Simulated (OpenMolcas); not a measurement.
**Os⁵⁺: effect of the active space**

```json
{
  "Program": "OpenMolcas 26.06",
  "Method": "MS-CASPT2 or its RAS form, IPEA 0.25 Eh, imaginary shift 0.1 Eh",
  "Basis": "ANO-RCC-VTZP",
  "Scalar Hamiltonian": "DKH2, point nucleus",
  "Spin-orbit coupling": "RASSI with atomic mean-field integrals over the reference wave functions, term energies averaged over their components"
}
```

A. 3 electrons in 5 orbitals (5d); 2S+1 = 4 even, 10 roots; 2S+1 = 2 even, 40 roots; closed shells correlated: 5s 5p; CASPT2 step of the order of 22 core-seconds
B. 9 electrons in 8 orbitals (RAS1 5p, at most 2 holes; RAS2 5d); 2S+1 = 4 even, 10 roots; 2S+1 = 2 even, 40 roots; closed shells correlated: 5s; CASPT2 step roughly 60 core-seconds
C. 3 electrons in 10 orbitals (5d 6d); 2S+1 = 4 even, 10 roots; 2S+1 = 2 even, 40 roots; closed shells correlated: 5s 5p; CASPT2 step roughly 7 core-minutes

Energies in cm⁻¹ above 5d³ ⁴F_3/2, the measured ground level; measured values from the list in Brasseur, Palmeri and Quinet, Atoms 13, 11 (2025).

```csv
Level,A,B,C,Measured
5d³ ⁴F_3/2,0.0,0.0,0.0,0.0
5d³ ⁴F_5/2,6510,6770,6530,6397
5d³ ⁴F_7/2,11650,12020,11680,11444
5d³ ⁴F_9/2 [55 %],14980,15320,15040,
5d³ ⁴P_1/2 [66 %],17340,17450,17190,16772
5d³ ²G_7/2,23420,23920,23420,22920
5d³ ²H_9/2 [56 %],24710,25110,24720,24028
5d³ ⁴P_5/2,25530,25990,25640,24828
5d³ ²P_1/2 [66 %],29570,29970,29350,28860
5d³ ²H_11/2,33080,33480,33250,32156
5d³ ²D_5/2(1),35430,36160,35500,34418
5d³ ²G_9/2 [57 %],37750,38600,37900,37019
5d³ ²P_3/2 [55 %],40950,41670,40820,40203
5d³ ²F_5/2,40990,41460,41120,39601
5d³ ²F_7/2,41730,42260,41820,40447
5d³ ²D_3/2(2),62230,62500,62250,
5d³ ²D_5/2(2),62850,63320,63000,61005
```

Deviations, from unrounded energies. A percentage is the sum of absolute deviations over the sum of measured energies, with the sign that they share, or ± where signs differ.

```csv
Against measurement,Levels,A,B,C
mean absolute deviation (cm-1),14,820,1300,850
fine structure of the ground term (%),2,+1.8,+5.3,+2.1
other terms of the ground configuration (%),12,+2.8,+4.3,+2.9
```

A, C lie about equally close to measurement and B furthest from it. The largest miss of A in the table is 5d³ ²D_5/2(2), by +1800 cm-1. The ranking rests on the paired levels alone, and a cruder setting can come out closer through cancelling errors.

The two smallest mean deviations differ by little beside CASPT2's spread within terms, so their order carries little weight.

Among A to C the level of the table that moves most is 5d³ ²P_3/2 [55 %], by 850 cm-1 (lowest in C, highest in B). Moves below CASPT2's spread within the term are not significant.

Term energies are means over components that CASPT2 splits; among the terms shown or strongly mixed into the levels shown the widest spread is 870 cm-1 (5d³ ⁴F, B). Active for correlation alone: 5p; no level in the range computed is led by a configuration that opens it, so any true level of that kind is missing (holds for B). Active for correlation alone: 6d; no level in the range computed is led by a configuration that fills it, so any true level of that kind is missing (holds for C). Computed and measured levels are paired by configuration, term and J; levels that our copy of the source lacks, or whose pairing is in doubt (as where it misses far off the trend of its configuration), stay unpaired and out of the deviations. Only configurations of the active space appear. Levels that lie high or do not pair safely by name in every column are left out.

A share in square brackets marks a mixed level and gives the weight of the term that names it, the lowest over the columns. A number in round brackets counts repeated terms of one configuration in the order of the reference energies.
